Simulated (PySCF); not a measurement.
# Zirconium: a sound run and one with changed settings

Sound run: Zr²⁺ [Kr] 4d2, Zr³⁺ [Kr] 4d1. Calculation: PySCF 2.14, in cc-pVDZ-PP with ECP28MDF (4s4p3d1f, 38 functions); a scalar-relativistic core potential. The sound run starts from symmetry-adapted Hartree-Fock orbitals and uses a fine grid where one is needed.

Changed run: 6 angular points. This setting is unsound on purpose.

```csv
species,method,sound run (hartree),changed run (hartree),converged
Zr²⁺,UHF,-45.65996,-45.65996,yes
Zr²⁺,LDA,-45.86921,-47.18911,yes
Zr²⁺,M06-2X,-45.93714,-46.15819,yes
Zr³⁺,UHF,-44.83790,-44.83790,yes
Zr³⁺,LDA,-45.01144,-45.14113,yes
Zr³⁺,M06-2X,-45.09036,-44.97065,yes
```

Ionisation energy of Zr²⁺:

```csv
method,sound run (eV),changed run (eV)
UHF,22.369,22.369
M06-2X,23.042,32.314
```

A coarse angular grid integrates products of high-l functions wrongly, so density functionals can shift, and the SCF can exploit the error; Hartree-Fock and MP2 need no grid.

For comparison, NIST gives 23.170 eV between the lowest levels.
